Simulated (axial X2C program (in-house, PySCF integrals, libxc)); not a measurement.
## Potential curves of ZrTe⁺, two-component

All values were computed with an in-house all-electron X2C program for linear molecules (integrals from PySCF). Two-component (2c) means X2C with spin–orbit coupling and atomic mean-field two-electron Coulomb and Gaunt terms. Basis: Te dyall-cv3z [11s12p8d4f1g], Zr dyall-cv3z [11s12p9d6f3g] (cores contracted in-house); Gaussian nuclei, density fitting, unrestricted open shells. Masses: Te 129.906 u, Zr 89.905 u.

State: Ω = 3/2 (⟨Sz⟩ = -0.50, ⟨Lz⟩ = 2.00 at PBE0). Energies in eV from the lowest point of each curve. Fits are polynomials in 1 − R0/R over 0.85 to 1.23 times the lowest point R0.

```csv
R (Å),PBE0
2.1889,1.3980
2.2896,0.5585
2.3650,0.2091
2.4405,0.0375
2.5160,0.0000
2.6041,0.0756
2.6921,0.2327
2.8053,0.4983
2.9437,0.8629
3.1450,1.3956
```

The state is a single determinant with fixed occupations, the lowest that a limited PBE0 search found. Density functionals use the spin component along the axis (collinear). PBE0 can misorder states that lie within some tenths of an eV, so this need not be the ground state of the molecule. The nearest other 2c determinant of the search, Ω = 5/2, lies 0.08 eV up at the distance of the search. The functionals have no current-density term, which raises determinants with orbital currents, atoms included. The determinant is spin-polarised beyond a pure state at some levels (its spin-free form has ⟨S²⟩ too high), which makes Re and μ there less reliable.

Question: Fit the PBE0 curve near its minimum: give the equilibrium distance and the harmonic wavenumber.

Answer: At PBE0, 2c: Re = 2.503 Å, ωe ≈ 302 cm⁻¹; Be follows as 0.0506 cm⁻¹.
